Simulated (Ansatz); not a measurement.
C2H6BFN2 can be A, `N=CC(N)BF`, or B, `NC1NCB1F`.

Computed with Ansatz on PBE0-D4/def2-TZVP structures; ΔE is electronic, products minus reactants. CCSD(T)/CBS adds triple-zeta CCSD(T) − MP2 to the extrapolated MP2 energy (def2 sets, frozen cores). DFT in def2-TZVPP. B3LYP here is the variant with VWN-RPA as its local correlation; programs differ in this. One conformer a species, not always the lowest.

(1) Which isomer does CCSD(T)/CBS put lower? Give the gap. (Best estimate.)

(2) Give E(B) − E(A) in kJ/mol with PBE-D4, HF/def2-TZVPP, B3LYP, CCSD(T)/def2-TZVPP, r2SCAN-D4, PBE0-D4, ωB97M-V. (An estimate is asked.)

Largest T1 diagnostic: 0.013.

## Answers

(1) Computed: A, by 23.5 kJ/mol.

(2) Ansatz gave: PBE-D4 12.4, HF/def2-TZVPP 40.3, B3LYP 29.5, CCSD(T)/def2-TZVPP 26.5, r2SCAN-D4 19.6, PBE0-D4 5.7, ωB97M-V 16.5. None reverses the order clearly.

In def2-TZVPP, CCSD(T) changes the Hartree–Fock value by −13.7 kJ/mol (the triples alone add +1.2 kJ/mol) and MP2 by −19.6 kJ/mol. From PBE to PBE0 (25 % exact exchange), in def2-TZVPP and without D4, E(B) − E(A) moves by −6.8 kJ/mol.
